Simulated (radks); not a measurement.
Isoelectronic series with 15 electrons, all held in the configuration [Ne] 3s2 3p3, which need not be the ground one along the series. Method: Dirac Kohn-Sham, PBE, spin-unpolarised, spherical densities, point nucleus; open shells are shared between the two j in proportion to 2j + 1; computed with a radial shooting solver on a logarithmic mesh with Libxc functionals. Total energies (hartree) and orbital eigenvalues (hartree):

ion    E (hartree)      3p3/2      3p1/2
P       -341.90278   -0.20171   -0.20367
Cl2+    -459.98971   -1.16233   -1.16831
K4+     -596.71833   -2.62106   -2.63431
Sc6+    -752.11296   -4.54849   -4.57352
V8+     -926.24228   -6.93450   -6.97729
Mn10+  -1119.19872   -9.77460   -9.84283
Co12+  -1331.09231  -13.06665  -13.16991
Cu14+  -1562.04837  -16.80972  -16.95976
Ga16+  -1812.20676  -21.00355  -21.21453
As18+  -2081.72166  -25.64833  -25.93707
Br20+  -2370.76183  -30.74456  -31.13081
Rb22+  -2679.51099  -36.29296  -36.79968
Nb26+  -3356.94945  -48.75012  -49.58107
Tc28+  -3726.08671  -55.66118  -56.70390
Rh30+  -4115.83056  -63.02899  -64.32250
Ag32+  -4526.45038  -70.85503  -72.44327
Sb36+  -5411.49741  -87.88828  -90.21962
I38+   -5886.56928  -97.09904  -99.89076
Cs40+   -6383.8095  -106.7751  -110.0953
La42+   -6903.6026  -116.9185  -120.8425
Pr44+   -7446.3613  -127.5314  -132.1426

Estimate the row of In34+.

Answer. E (hartree) -4958.23569; 3p3/2 -79.14089; 3p1/2 -81.07315.
